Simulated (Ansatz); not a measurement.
`[SiH3][SnH2][Cl]` + `[OH][AlH2]` → `[AlH2][O][SnH2][SiH3]` + HCl at 298.15 K and 1 bar (ligand exchange at the Sn–Cl bond).

Calculated with Ansatz (gas phase, PBE0-D4/def2-TZVP geometries, no zero-point term in ΔE). CCSD(T)/CBS is the MP2 limit (def2-TZVPP, def2-QZVPP) plus CCSD(T) − MP2 in def2-TZVPP, frozen cores. This one scheme is used for every species. Elements past krypton have def2 core potentials. For Sn outer-core shells are correlated without core-valence functions, which leaves a few kJ/mol of doubt a bond. One conformer a species, not always the lowest.

| species | CCSD(T)/CBS energy (Eh) | H − E (kJ/mol) | S (J/(mol·K)) |
| --- | --- | --- | --- |
| `[SiH3][SnH2][Cl]` | -965.91856 | 123.4 | 352.7 |
| `[OH][AlH2]` | -319.03157 | 82.3 | 252.8 |
| `[AlH2][O][SnH2][SiH3]` | -824.54542 | 172.8 | 410.1 |
| HCl | -460.38127 | 26.6 | 186.8 |

H − E and S are ideal-gas, rigid-rotor, harmonic terms from PBE0-D4/def2-TZVP, for one conformer and one mirror image of each species. 1 Eh = 2625.50 kJ/mol, R = 8.31446 J/(mol·K).

Question: By hand: ΔE, ΔH, ΔS and ΔG.

Answer: ΔE = (-824.54542) + (-460.38127) − (-965.91856) − (-319.03157) = 0.02344 Eh = 61.5 kJ/mol. Δ(H − E) = 172.8 + 26.6 − 123.4 − 82.3 = -6.3, so ΔH = 55.2 kJ/mol. ΔS = 410.1 + 186.8 − 352.7 − 252.8 = -8.6 J/(mol·K). ΔG = 55.2 − 298.15 × (-8.6)/1000 = 57.8 kJ/mol.

Question: By hand: the equilibrium constant, and the temperature at which ΔG would vanish if ΔH and ΔS stayed fixed.

Answer: log₁₀ K = −ΔG/(RT ln 10) = -10.1. ΔH and −TΔS have one sign here, so there is no such temperature.

The number of gas molecules stays the same, so ΔS is small and ΔH decides. A doubt of 5 kJ/mol in ΔE shifts log₁₀ K by 0.9 here. Other conformers and mirror images would add mixing entropy, several J/(mol·K) or more a flexible species. Modes under 60 cm⁻¹, often nearly free rotors, make the harmonic entropy too high. These are equilibria of isolated gas molecules and say nothing of rates. Largest T1 diagnostic: 0.014 (customary marks: 0.02 for closed shells, 0.045 for open ones).

ΔS is within the doubt of such terms, so its sign, and with it that verdict, could turn.
